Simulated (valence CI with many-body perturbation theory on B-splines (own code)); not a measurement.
Energy levels of Rh¹³⁺

Computed by relativistic CI+MBPT: four valence electrons over a frozen Dirac-Fock core [Ar] 3d10, a basis of 11 s, 11 p, 10 d, 8 f, 5 g, 2 h functions for each j, with the one-electron correlation potential Σ1 (screened to all orders), the two-electron term Σ2, the three-electron term Σ3, Breit, model QED; selected single and double excitations, second order for the rest, scaled by the run's own slope (own B-spline code, finite nucleus).

No measured spectrum was set against this ion. As an estimate, levels hold to about 250 cm⁻¹ or 0.2 % of their energy and the worst to 1 %, as in measured heavy ions of charge 2 to 7; those with d or f electrons hold less well. Among the levels kept, up to 600 cm⁻¹ of a level comes from second order outside the variational space, and about a tenth of that is noise between levels of different J, which matters for small intervals.

Levels 46 to 90 of 176, with energies above the lowest level, 4s²4p² ³P_0. "Leading %" is the weight of the configuration and term that name the level; weights of strongly mixed levels are sums over their largest components and can fall short, so below about 35 % the name and the second component can differ from the true leading terms, or belong to a minority configuration. In the jj column 3d3/2^4 stands for four electrons in 3d with j = 3/2. Lifetimes count E1, E2, E3, M1 and M2 decay at the calculated energies, and are blank where another channel may lead or the interval is too uncertain; long ones can be off by a factor of two.

| No. | Configuration | Term | J | E (cm⁻¹) | Leading % | Leading jj | Second component | Lifetime |
| --- | --- | --- | --- | --- | --- | --- | --- | --- |
| 46 | 4s4p²4d | ⁵P | 3 | 785420 | 73 | 4s 4p1/2 4p3/2 4d5/2 (47 %) | 15 % 4s4p²4d ⁵D | 8.59 ps |
| 47 | 4s4p²4d | ⁵P | 2 | 791220 | 83 | 4s 4p1/2 4p3/2 4d3/2 (47 %) | 6 % 4s4p²4d ⁵D | 7.32 ps |
| 48 | 4s4p²4d | ³F | 4 | 793900 | 61 | 4s 4p3/2^2 4d5/2 (70 %) | 22 % 4s4p²4d ⁵D | 437 ps |
| 49 | 4s4p²4d | ⁵P | 1 | 794080 | 85 | 4s 4p1/2 4p3/2 4d3/2 (55 %) | 7 % 4s4p²4d ³P | 7.38 ps |
| 50 | 4s4p²4d | ³P | 1 | 802890 | 56 | 4s 4p1/2 4p3/2 4d5/2 (34 %) | 15 % 4s4p²4d ³D | 12.9 ps |
| 51 | 4s4p²4d | ³G | 3 | 807390 | 79 | 4s 4p1/2 4p3/2 4d3/2 (76 %) | 10 % 4s4p²4d ¹F | 116 ps |
| 52 | 4s4p²4d | ³G | 4 | 816460 | 82 | 4s 4p1/2 4p3/2 4d5/2 (49 %) | 10 % 4s4p²4d ³F | 107 ps |
| 53 | 4s4p²4d | ³F | 2 | 821040 | 39 | 4s 4p1/2^2 4d3/2 (27 %) | 27 % 4s4p²4d ³D | 18.1 ps |
| 54 | 4s4p²4d | ³P | 0 | 821150 | 76 | 4s 4p3/2^2 4d5/2 (45 %) | 13 % 4p⁴ ³P | 14.4 ps |
| 55 | 4s4p²4d | ³G | 5 | 827290 | 86 | 4s 4p3/2^2 4d5/2 (60 %) | 8 % 4s4p²4d ⁵F | 192 ps |
| 56 | 4s4p²4d | ³D | 3 | 830780 | 50 | 4s 4p1/2 4p3/2 4d5/2 (60 %) | 33 % 4s4p²4d ¹F | 20.8 ps |
| 57 | 4s4p²4d | ³D | 1 | 832340 | 69 | 4s 4p3/2^2 4d3/2 (34 %) | 18 % 4s4p²4d ³P | 18.3 ps |
| 58 | 4s4p²4d | ¹G | 4 | 837580 | 70 | 4s 4p1/2 4p3/2 4d5/2 (56 %) | 17 % 4s4p²4d ³F | 62.1 ps |
| 59 | 4s4p²4d | ³D | 3 | 838710 | 41 | 4s 4p1/2 4p3/2 4d5/2 (47 %) | 22 % 4s4p²4d ¹F | 12.0 ps |
| 60 | 4s4p²4d | ³D | 2 | 845620 | 56 | 4s 4p3/2^2 4d3/2 (44 %) | 23 % 4s4p²4d ³F | 9.44 ps |
| 61 | 4s4p²4d | ³D | 1 | 847150 | 76 | 4s 4p1/2 4p3/2 4d3/2 (76 %) | 19 % 4s4p²4d ¹P | 12.0 ps |
| 62 | 4s4p²4d | ³D | 1 | 851510 | 65 | 4s 4p1/2 4p3/2 4d5/2 (47 %) | 26 % 4s4p²4d ¹P | 10.9 ps |
| 63 | 4s4p²4d | ³F | 3 | 854450 | 52 | 4s 4p1/2 4p3/2 4d5/2 (50 %) | 33 % 4s4p²4d ³D | 11.5 ps |
| 64 | 4s4p²4d | ³D | 2 | 856540 | 68 | 4s 4p1/2 4p3/2 4d5/2 (44 %) | 16 % 4s4p²4d ³F | 13.0 ps |
| 65 | 4s4p²4d | ³P | 0 | 858440 | 88 | 4s 4p1/2 4p3/2 4d5/2 (45 %) | 8 % 4s²4d² ³P | 9.29 ps |
| 66 | 4s4p²4d | ³P | 1 | 863420 | 59 | 4s 4p1/2 4p3/2 4d5/2 (75 %) | 21 % 4s4p²4d ³S | 10.4 ps |
| 67 | 4s4p²4d | ³F | 2 | 864850 | 49 | 4s 4p1/2 4p3/2 4d3/2 (39 %) | 27 % 4s4p²4d ³D | 7.72 ps |
| 68 | 4s4p²4d | ³F | 3 | 865760 | 46 | 4s 4p3/2^2 4d3/2 (23 %) | 21 % 4s4p²4d ³D | 7.03 ps |
| 69 | 4s4p²4d | ³D | 2 | 869270 | 43 | 4s 4p1/2 4p3/2 4d5/2 (43 %) | 13 % 4s4p²4d ³P | 10.4 ps |
| 70 | 4s4p²4d | ³S | 1 | 875290 | 27 | 4s 4p3/2^2 4d3/2 (42 %) | 14 % 4s4p²4d ³P | 9.65 ps |
| 71 | 4s4p²4d | ³F | 4 | 875830 | 79 | 4s 4p3/2^2 4d3/2 (56 %) | 9 % 4s4p²4d ¹G | 5.83 ps |
| 72 | 4s4p²4d | ³P | 2 | 877590 | 52 | 4s 4p3/2^2 4d5/2 (30 %) | 26 % 4s4p²4d ³D | 9.74 ps |
| 73 | 4s4p²4d | ³D | 3 | 877940 | 58 | 4s 4p3/2^2 4d5/2 (66 %) | 22 % 4s4p²4d ³F | 23.0 ps |
| 74 | 4s4p²4d | ³S | 1 | 886410 | 41 | 4s 4p3/2^2 4d5/2 (60 %) | 32 % 4s4p²4d ¹P | 11.8 ps |
| 75 | 4s4p²4d | ³F | 4 | 891610 | 79 | 4s 4p3/2^2 4d5/2 (70 %) | 8 % 4s²4p4f ³F | 27.1 ps |
| 76 | 4s4p²4d | ³D | 3 | 899520 | 70 | 4s 4p3/2^2 4d5/2 (67 %) | 15 % 4s4p²4d ³F | 12.1 ps |
| 77 | 4s4p²4d | ¹D | 2 | 905170 | 46 | 4s 4p3/2^2 4d5/2 (29 %) | 12 % 4s²4d² ¹D | 7.64 ps |
| 78 | 4s4p²4d | ³D | 3 | 909950 | 64 | 4s 4p3/2^2 4d5/2 (52 %) | 11 % 4s4p²4d ³F | 9.41 ps |
| 79 | 4s4p²4d | ³D | 2 | 912580 | 66 | 4s 4p3/2^2 4d3/2 (44 %) | 16 % 4s4p²4d ³F | 7.29 ps |
| 80 | 4s4p²4d | ³D | 1 | 913900 | 84 | 4s 4p3/2^2 4d3/2 (65 %) | 12 % 4s²4p4f ³D | 7.82 ps |
| 81 | 4s4p²4d | ¹S | 0 | 915810 | 54 | 4s 4p1/2 4p3/2 4d3/2 (37 %) | 23 % 4s4p²4d ³P | 6.49 ps |
| 82 | 4s4p²4d | ¹D | 2 | 922870 | 73 | 4s 4p3/2^2 4d5/2 (64 %) | 6 % 4s4p²4d ³D | 24.9 ps |
| 83 | 4s4p²4d | ¹P | 1 | 929050 | 55 | 4s 4p1/2 4p3/2 4d3/2 (45 %) | 31 % 4s4p²4d ³P | 5.40 ps |
| 84 | 4s4p²4d | ³P | 2 | 938380 | 64 | 4s 4p1/2 4p3/2 4d5/2 (29 %) | 12 % 4s4p²4d ¹D | 4.99 ps |
| 85 | 4s4p²4d | ¹F | 3 | 939600 | 54 | 4s 4p3/2^2 4d3/2 (27 %) | 31 % 4s²4p4f ¹F | 5.93 ps |
| 86 | 4s4p²4d | ³P | 1 | 958380 | 55 | 4s 4p3/2^2 4d5/2 (53 %) | 37 % 4s4p²4d ¹P | 5.08 ps |
| 87 | 4s4p²4d | ³P | 0 | 958500 | 67 | 4s 4p3/2^2 4d3/2 (59 %) | 14 % 4s4p²4d ¹S | 4.63 ps |
| 88 | 4s4p²4d | ¹D | 2 | 977680 | 46 | 4s 4p3/2^2 4d5/2 (41 %) | 16 % 4s²4p4f ¹D | 5.66 ps |
| 89 | 4s²4p4f | ¹G | 4 | 981330 | 28 | 4s^2 4p1/2 4f7/2 (70 %) | 25 % 4s²4p4f ³G | 18.6 ps |
| 90 | 4s²4p4f | ³G | 3 | 984770 | 44 | 4s^2 4p1/2 4f5/2 (48 %) | 30 % 4s²4p4f ³F | 9.31 ps |

Names give the largest LS component (configuration and term), which can be under half, so a name can repeat, a term be missing and a line seem to break the LS rules; names also repeat where a configuration has a term twice.
